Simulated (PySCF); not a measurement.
## Ionisation energy of Au⁵³⁺ by level of theory

Au⁵³⁺ [Ar] 3d8 [3d3/2^4 3d5/2^4, M_J = 4] → Au⁵⁴⁺ [Ar] 3d7 [3d3/2^4 3d5/2^3, M_J = 9/2], as a difference of total energies. Calculation: PySCF 2.14, in an even-tempered Gaussian basis (15 s from 15 bohr⁻², ratio 2.8; 13 p from 19 bohr⁻², ratio 2.8; 8 d from 19 bohr⁻², ratio 2.8; 3 f from 69 bohr⁻², ratio 3); the two-component X2C-1e Hamiltonian. Correlated levels: [Ne] frozen; the 78 highest virtual spinors dropped. "Screened" scales the spin-orbit matrix elements by Boettger's factors to mimic the two-electron term; Breit and QED terms are absent.

| method | ionisation energy (eV) |
| --- | --- |
| GHF (spin-free) | 5193.1 |
| GMP2 (spin-free) | 5194.2 |
| GHF (screened spin-orbit) | 5157.7 |
| GMP2 (screened spin-orbit) | 5158.8 |

Breit and QED terms and the two-electron picture change are absent.

The spin-free rows relax to the high-spin LS determinant and lack the spin-orbit shift.

The labels give the starting determinants; with spin-orbit coupling the two ends relaxed to ⟨J²⟩ = 20.00, ⟨L²⟩ = 13.23, ⟨S²⟩ = 1.79 and ⟨J²⟩ = 24.75, ⟨L²⟩ = 16.19, ⟨S²⟩ = 2.51.

For comparison: 5156 ± 5 eV (theoretical estimate listed by NIST; NIST Atomic Spectra Database, ionization energies).
